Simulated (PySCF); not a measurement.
# Correlation energy of O (oxygen, neutral)

[He] 2s1 2p5, high-spin 3P determinant (an excited configuration). Calculation: PySCF 2.14, in x2c-TZVPPall; scalar relativity by spin-free X2C-1e. Frozen: 1s2; 6 electrons correlated.

```tsv
level	correlation energy (mhartree)
CCSD	-198.00
(T)	-6.08
CCSD(T)	-204.08
CCSDT	-205.04
```

Diagnostics: T1 = 0.015, D1 = 0.0255, largest double amplitude 0.082.

Q: Is a single reference adequate?

A: Mostly. T1 lies below 0.03, but a double amplitude of this size points to a near-degeneracy that CCSD handles and MP2 describes poorly.
